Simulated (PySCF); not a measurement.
# Cadmium: a sound run and one with changed settings

Sound run: Cd⁺ [Kr] 4d10 5s1, Cd²⁺ [Kr] 4d10. Computed with PySCF 2.14 in aug-cc-pVDZ-PP with ECP28MDF, with scalar relativity through the core potential. In the sound run the correlated levels freeze 4s2 4p6 outside the core potential. The sound run starts from symmetry-adapted Hartree-Fock orbitals and uses a fine grid where one is needed.

Changed run: a valence shell is frozen. This setting is unsound on purpose.

Ionisation energy of Cd⁺:

| method | sound run (eV) | changed run (eV) |
| --- | --- | --- |
| UHF | 15.499 | 15.499 |
| MP2 | 16.597 | 15.499 |
| SCS-MP2 | 16.428 | 15.499 |
| CCSD | n/a | 15.499 |
| CCSD(T) | n/a | 15.499 |
| CCSDT | n/a | 15.499 |
| FCI | n/a | 15.499 |

Freezing a valence shell removes pair correlation that changes on ionisation.

For comparison, NIST gives 16.908 eV between the lowest levels.
